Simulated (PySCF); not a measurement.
B(Cl)(Br)(vinyl) (C2H3BBrCl), SMILES C=CB(Cl)Br.

The structure is a stationary point at PBE0-D3(BJ)/def2-SVP. The structure was generated by enumeration, and PubChem lists no compound with its InChIKey, so it may never have been made. The values are those of a single conformer.

These are PBE/def2-TZVP in PySCF values and carry that method's errors.

Symmetry labels are those of the subgroup Cs that the program uses (full group Cs).

Q: List the valence orbital energies around the gap with their symmetry. (An estimate is asked for; the answer gives what the named calculation found.)

A: 
| orbital | symmetry | energy (eV) |
|---|---|---|
| HOMO−7 | A' | -10.68 |
| HOMO−6 | A' | -9.70 |
| HOMO−5 | A" | -9.15 |
| HOMO−4 | A' | -8.88 |
| HOMO−3 | A" | -7.73 |
| HOMO−2 | A' | -7.64 |
| HOMO−1 | A" | -7.26 |
| HOMO | A' | -7.13 |
| LUMO | A" | -3.18 |
| LUMO+1 | A" | -0.14 |
| LUMO+2 | A' | 0.22 |
| LUMO+3 | A' | 0.75 |
